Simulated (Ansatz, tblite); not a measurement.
Cost and result up the ladder for the cluster SnF₃⁻ (the lowest singlet isomer of a short search) (4 atoms). Charge -1, multiplicity 1. Geometry: PBE-D4/def2-TZVPD.

```
atom   x (Å)   y (Å)   z (Å)
 Sn1   0.334   0.398   0.585
  F2  -1.395  -0.632   0.878
  F3  -0.266   1.345  -1.113
  F4   1.327  -1.111  -0.351
```

Ansatz on 4 threads of Arm Neoverse V1 on a shared host; xTB runs through tblite on one thread. Times are rough, summed over both states, and most runs start from the orbitals of an earlier one. PBE0-D4/def2-TZVPD serves as the yardstick here, not as an exact answer. The other state is a doublet.

In the def2 sets Sn takes a core potential; there is no spin–orbit coupling. The xTB rows come from tblite. The structure comes from a short search, and lower isomers may exist.

Raw xTB energies of ions are shifted by several eV.

```tsv
level	functions	wall time
GFN2-xTB	21	0.004 s
GFN1-xTB	21	0.005 s
PBE-D4/def2-TZVPD (with forces)	176	3.8 s
PBE0-D4/def2-TZVPD	176	5.5 s
r2SCAN-D4/def2-TZVPD	176	7.6 s
```

Problem. Estimate what each level gives for the vertical IE (eV).

Solution. 
| level | vertical IE (eV) | difference from PBE0-D4/def2-TZVPD (eV) |
| --- | --- | --- |
| GFN2-xTB | 9.31 | 4.67 |
| GFN1-xTB | 9.92 | 5.29 |
| PBE-D4/def2-TZVPD (with forces) | 4.42 | -0.22 |
| PBE0-D4/def2-TZVPD | 4.64 | 0.00 |
| r2SCAN-D4/def2-TZVPD | 4.51 | -0.13 |
